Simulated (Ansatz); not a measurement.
Stepwise reaction of `[SH][SnH2][Cl]` with hydrogen chloride, as a gas-phase model of exchange steps in deposition or etching. ΔE in kJ/mol; ΔG adds harmonic PBE0-D4 terms to CCSD(T)/CBS, at 1 bar.

Program: Ansatz. Geometries: PBE0-D4/def2-TZVP. ΔE: electronic, gas phase. CCSD(T)/CBS is the MP2 limit (def2-TZVPP, def2-QZVPP) plus CCSD(T) − MP2 in def2-TZVPP, frozen cores. This one scheme is used for every species. Functionals use def2-TZVPP. B3LYP here is the variant with VWN-RPA as its local correlation; programs differ in this. def2 core potentials past Kr. For Sn outer-core shells are correlated without core-valence functions, which leaves a few kJ/mol of doubt a bond. Each species was taken in one conformer, which may not be the lowest.

```
step                                             reaction  PBE-D4  B3LYP-D4  ωB97M-V  CCSD(T)/CBS  ΔG(400 K)
   1  `[SH][SnH2][Cl]` + HCl → `[SH][SnH]([Cl])[Cl]` + H₂   -69.3     -70.6    -66.6        -71.0      -69.0
```

Give the row of step 2, `[SH][SnH]([Cl])[Cl]` + HCl → `[SH][Sn]([Cl])([Cl])[Cl]` + H₂. (Best estimate.)

Ansatz gave: 
| step | reaction | PBE-D4 | B3LYP-D4 | ωB97M-V | CCSD(T)/CBS | ΔG(400 K) |
| --- | --- | --- | --- | --- | --- | --- |
| 2 | `[SH][SnH]([Cl])[Cl]` + HCl → `[SH][Sn]([Cl])([Cl])[Cl]` + H₂ | -65.9 | -67.1 | -62.7 | -66.4 | -59.1 |

By hand: ΔE of the 2 steps together at CCSD(T)/CBS.

(-71.0) + (-66.4) = -137.4 kJ/mol, or -68.7 kJ/mol a step.

In ΔE the steps differ by no more than 4.6 kJ/mol. All are downhill at CCSD(T)/CBS. ΔG lies between -69.0 and -59.1 kJ/mol a step. PBE-D4 differs from CCSD(T)/CBS by 0.5 to 1.7 kJ/mol a step. Isolated molecules leave out the surface, adducts and barriers. Largest T1 diagnostic: 0.012.
